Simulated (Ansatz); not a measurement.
A run for Ansatz (an electronic-structure program): U-CCSD(T)/def2-TZVPP on AlGe, 2S+1 = 2, a spin state set in the input, which need not be the lowest, a point of a bond scan (R = 2.456 Å).

Ansatz 0.2 input:
```yaml
crystal:
  periodic: [false, false, false]
  atoms:
    - {symbol: Al, position_ang: [0.00000000, 0.00000000, 0.00000000]}
    - {symbol: Ge, position_ang: [0.00000000, 0.00000000, 2.45575800]}
basis:
  gaussian:
    orbitals: def2-TZVPP
    pivot_positions_ang: [[0.00000000, 0.00000000, 0.00000000], [0.00000000, 0.00000000, 2.45575800]]
magnetization: {spin_polarized: true, initial_magnetization: 1}
correlation: {method: ccsd_t, electrons: valence}
output: {orbitals: {seedname: ./end}}
```

Program output:

```
WARN ansatz: RAYON_NUM_THREADS=2 ignored (pool sized by the plan → 2); use --threads N
Functional definition: HF
integrals: 0.13 GiB planned
607 factors; integrals over basis functions are off by at most 2.7e-4 eV
mean field: 0.31 GiB planned
mean field evaluation 1: about -63053.2041 eV, gradient 6.3e0 eV
mean field evaluation 2: about -63053.2588 eV, gradient 6.3e0 eV
mean field evaluation 4: about -63053.7635 eV, gradient 1.3e0 eV
mean field evaluation 8: about -63053.8104 eV, gradient 4.3e-1 eV
mean field evaluation 16: about -63054.3499 eV, gradient 5.8e-2 eV
mean field evaluation 32: about -63053.7959 eV, gradient 3.9e-1 eV
mean field evaluation 64: about -63053.7050 eV, gradient 4.2e-1 eV
mean field evaluation 96: about -63053.7502 eV, gradient 1.8e-1 eV
mean field evaluation 128: about -63055.4220 eV, gradient 3.6e-2 eV
mean field evaluation 160: about -63054.3161 eV, gradient 2.3e-4 eV
mean field evaluation 192: about -63055.4211 eV, gradient 4.0e-2 eV
mean field evaluation 224: about -63055.4195 eV, gradient 7.1e-2 eV
mean field evaluation 256: about -63055.4215 eV, gradient 2.6e-2 eV
mean field evaluation 288: about -63054.4538 eV, gradient 8.9e-1 eV
mean field evaluation 320: about -63055.4219 eV, gradient 8.7e-3 eV
mean field evaluation 352: about -63055.4062 eV, gradient 2.5e-1 eV
mean field evaluation 384: about -63055.2506 eV, gradient 6.3e-6 eV
mean field evaluation 416: about -63055.4218 eV, gradient 1.6e-2 eV
mean field evaluation 448: about -63054.2850 eV, gradient 4.6e-1 eV
mean field evaluation 480: about -63051.6035 eV, gradient 6.4e0 eV
mean field evaluation 512: about -63055.2499 eV, gradient 6.9e-2 eV
mean field evaluation 544: about -63054.3161 eV, gradient 1.6e-3 eV
mean field evaluation 576: about -63054.4627 eV, gradient 1.3e-3 eV
mean field evaluation 608: about -63053.7553 eV, gradient 1.8e-1 eV
mean field evaluation 640: about -63054.2645 eV, gradient 6.7e-2 eV
mean field evaluation 672: about -63051.6724 eV, gradient 7.7e0 eV
mean field evaluation 704: about -63054.3421 eV, gradient 3.3e-1 eV
mean field evaluation 736: about -63052.8921 eV, gradient 1.7e0 eV
mean field evaluation 768: about -63051.4947 eV, gradient 2.6e-1 eV
mean field evaluation 800: about -63049.5249 eV, gradient 1.3e-1 eV
mean field evaluation 832: about -63052.1237 eV, gradient 1.8e-3 eV
mean field evaluation 864: about -63051.2914 eV, gradient 5.3e0 eV
mean field evaluation 896: about -63051.3613 eV, gradient 7.3e0 eV
mean field evaluation 928: about -63055.2503 eV, gradient 5.5e-2 eV
mean field evaluation 960: about -63054.4527 eV, gradient 6.2e-1 eV
mean field evaluation 992: about -63054.2857 eV, gradient 2.2e-1 eV
mean field evaluation 1024: about -63054.2740 eV, gradient 2.7e-1 eV
mean field evaluation 1056: about -63054.2767 eV, gradient 1.5e-1 eV
mean field evaluation 1088: about -63054.2315 eV, gradient 8.4e-1 eV
mean field evaluation 1120: about -63054.2353 eV, gradient 7.5e-1 eV
mean field evaluation 1152: about -63053.7715 eV, gradient 2.6e-1 eV
mean field evaluation 1184: about -63053.7055 eV, gradient 4.3e-1 eV
mean field evaluation 1216: about -63053.7508 eV, gradient 1.7e-1 eV
mean field evaluation 1248: about -63053.1608 eV, gradient 6.3e-1 eV
mean field evaluation 1280: about -63052.9328 eV, gradient 8.9e-3 eV
mean field evaluation 1312: about -63052.1450 eV, gradient 2.8e-2 eV
mean field evaluation 1344: about -63051.0141 eV, gradient 8.2e0 eV
mean field evaluation 1376: about -63052.0109 eV, gradient 3.8e0 eV
mean field evaluation 1408: about -63052.2231 eV, gradient 4.5e0 eV
mean field evaluation 1440: about -63051.5869 eV, gradient 1.2e1 eV
mean field evaluation 1472: about -63055.2505 eV, gradient 2.7e-2 eV
mean field evaluation 1504: about -63055.2506 eV, gradient 1.2e-2 eV
mean field evaluation 1536: about -63055.4219 eV, gradient 4.8e-2 eV
mean field evaluation 1568: about -63054.2637 eV, gradient 1.2e-1 eV
mean field evaluation 1600: about -63054.3160 eV, gradient 2.7e-2 eV
mean field evaluation 1632: about -63054.4626 eV, gradient 5.1e-2 eV
mean field evaluation 1664: about -63054.4627 eV, gradient 1.6e-2 eV
mean field evaluation 1696: about -63054.2602 eV, gradient 1.2e-1 eV
mean field evaluation 1728: about -63054.2854 eV, gradient 1.6e-1 eV
mean field evaluation 1760: about -63054.1183 eV, gradient 1.7e0 eV
mean field evaluation 1792: about -63054.2857 eV, gradient 1.6e-1 eV
mean field evaluation 1824: about -63054.3506 eV, gradient 8.1e-3 eV
mean field evaluation 1856: about -63053.7845 eV, gradient 1.2e0 eV
mean field evaluation 1888: about -63053.7531 eV, gradient 1.8e-1 eV
mean field evaluation 1920: about -63051.5133 eV, gradient 5.3e0 eV
mean field evaluation 1952: about -63054.2492 eV, gradient 4.7e-1 eV
mean field -63055.42215038 eV, -2317.2440235262 hartree, gradient 1.4e-6 eV, S^2 1.846826; 22 other end points of the search recorded, 0 dependent functions left out
determinant -63055.42215038 eV, -2317.2440235262 hartree, with singles and doubles -63062.48148968 eV, -2317.5034494604 hartree
determinant -63055.25058030 eV, -2317.2377184423 hartree, with singles and doubles -63062.44009867 eV, -2317.5019283690 hartree
determinant -63054.46273538 eV, -2317.2087656754 hartree, with singles and doubles -63061.95981845 eV, -2317.4842783965 hartree
determinant -63054.35055657 eV, -2317.2046431799 hartree, with singles and doubles -63061.62864244 eV, -2317.4721079027 hartree
determinant -63054.31612847 eV, -2317.2033779708 hartree, with singles and doubles -63061.88944348 eV, -2317.4816921639 hartree
determinant -63053.82247104 eV, -2317.1852363949 hartree, with singles and doubles -63061.78902111 eV, -2317.4780017098 hartree
determinant -63053.22852959 eV, -2317.1634094492 hartree, with singles and doubles -63060.06441869 eV, -2317.4146237402 hartree
determinant -63052.93284934 eV, -2317.1525434002 hartree, with singles and doubles -63059.87117692 eV, -2317.4075222361 hartree
determinant -63052.14504009 eV, -2317.1235919442 hartree, with singles and doubles -63059.68978685 eV, -2317.4008562739 hartree
determinant -63052.12371839 eV, -2317.1228083865 hartree, with singles and doubles -63059.54587352 eV, -2317.3955675564 hartree
determinant -63055.42215038 eV, -2317.2440235262 hartree, with singles and doubles -63062.45662098 eV, -2317.5025355528 hartree
determinant -63055.25058030 eV, -2317.2377184423 hartree, with singles and doubles -63062.40915737 eV, -2317.5007912970 hartree
determinant -63054.46273538 eV, -2317.2087656754 hartree, with singles and doubles -63061.91321309 eV, -2317.4825656810 hartree
14 core orbitals not correlated
reference -63055.42215038 eV, -2317.2440235262 hartree; 9, 8 occupied and 67, 68 virtual orbitals, 607 factors
second order -6.48605884 eV of doubles, -0.00000000 eV of singles
coupled cluster: 0.35 GiB planned
cycle   1  -7.03446908 eV  change    1.5e-6 eV  update   3.4e-6
coupled cluster: 0.35 GiB planned
perturbative correction -0.35528714 eV, -0.0130565616 hartree
WARN: the results are in doubt because among natural orbitals full CI differs from the method by +0.473 eV
Total energy: -63062.81190660 eV, -2317.5155920583 hartree
In doubt: among natural orbitals full CI differs from the method by +0.473 eV
```

Self-consistency was reached. Its determinant has ⟨S²⟩ = 1.85, a mixture of spin states.

Warnings raised: large difference.

Cost: very roughly 2.3 core-minutes.
